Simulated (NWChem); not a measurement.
# AlH2OF; SMILES [OH][AlH][F]

```xyz
5

Al    -0.4527    -0.0177     0.0000
H     -2.0177    -0.0367     0.0000
F      0.4033    -1.4445     0.0000
O      0.3696     1.4583     0.0000
H      1.3169     1.6016     0.0000
```
Atoms are numbered in this order, from 1.

Coordinates come from a PBE0/def2-SVP optimisation.

Symmetry labels are those of Cs in the frame above (b1 and b2, or b-type labels, depend on it).

### Question
List the 6 lowest vertical singlet excitations from PBE/6-31G* (spherical d), full TDDFT (NWChem).

### Answer
| state | energy (eV) | oscillator strength | symmetry | leading excitation (squared amplitude) |
|---|---|---|---|---|
| S1 | 6.77 | 0.027 | a" | HOMO → LUMO+1 (0.86) |
| S2 | 6.80 | 0.002 | a" | HOMO−1 → LUMO (0.88) |
| S3 | 6.86 | 0.005 | a' | HOMO−1 → LUMO+1 (0.52) |
| S4 | 7.50 | 0.080 | a" | HOMO−2 → LUMO (0.93) |
| S5 | 7.61 | 0.108 | a' | HOMO → LUMO (0.46) |
| S6 | 7.87 | 0.140 | a' | HOMO−2 → LUMO+1 (0.80) |
